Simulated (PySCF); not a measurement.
**Vertical excitation energies**

Species: BCl2(NMe2), C2H6BCl2N.
InChI=1S/C2H6BCl2N/c1-6(2)3(4)5/h1-2H3

Theory: TDDFT wB97X-D/def2-SVPD, vertical, gas phase, core orbitals frozen in the response (PySCF 2.14.0, density-fitted response routines). Isolated species at its PBE0-D3(BJ)/def2-SVP geometry, gas phase.

```tsv
state	E (eV)	λ (nm)	ν̃ (cm⁻¹)	f	main configurations (H = HOMO, L = LUMO)
S1	7.07	175.5	56990	0.033	H→L (87%)
S2	7.12	174.3	57390	0.358	H→L+1 (95%)
S3	7.38	167.9	59550	0.0000	H-1→L+1 (98%)
S4	8.19	151.3	66100	0.0076	H→L+2 (77%)
S5	8.21	151.1	66190	0.0000	H-1→L (65%), H-2→L+1 (22%)
S6	8.23	150.7	66340	0.0011	H-3→L+1 (93%)
S7	8.32	149.1	67090	0.0002	H→L+3 (72%), H-2→L (10%)
S8	8.34	148.7	67230	0.158	H-2→L+1 (71%), H-1→L (22%)
S9	8.75	141.8	70550	0.0000	H-2→L (70%)
S10	8.80	141.0	70940	0.0081	H→L+5 (79%)
```

Triplets (Tamm–Dancoff): T1 5.54 eV, H→L+1 (95%); T2 7.03 eV, H→L (88%); T3 7.26 eV, H-1→L+1 (98%); T4 7.62 eV, H-2→L+1 (97%).

The lowest singlet lies at 7.07 eV (175 nm, vacuum ultraviolet) and is of moderate strength; its leading configuration is HOMO→LUMO (87%). The strongest level in the table is S2 at 7.12 eV (174 nm, f = 0.358). Löwdin shares by element: HOMO nitrogen 46%, chlorine 17%, boron 8% (atoms not listed hold the other 29%); LUMO boron 50%, chlorine 21%, carbon 7% or more (atoms not listed hold the other 22%). The oscillator strengths of these states sum to 0.566; summed over the whole spectrum of an exact calculation they would give the number of electrons, 64 (Thomas–Reiche–Kuhn). Of the 10 states listed, 3 reach f = 0.01 and 4 stay under 0.0005. Orbital energies (eV): HOMO-3 -11.46, HOMO-2 -11.07, HOMO-1 -10.52, HOMO -9.47, LUMO 1.65, LUMO+1 1.91, LUMO+2 2.62. Singlets were solved by full linear response, triplets in the Tamm–Dancoff approximation.
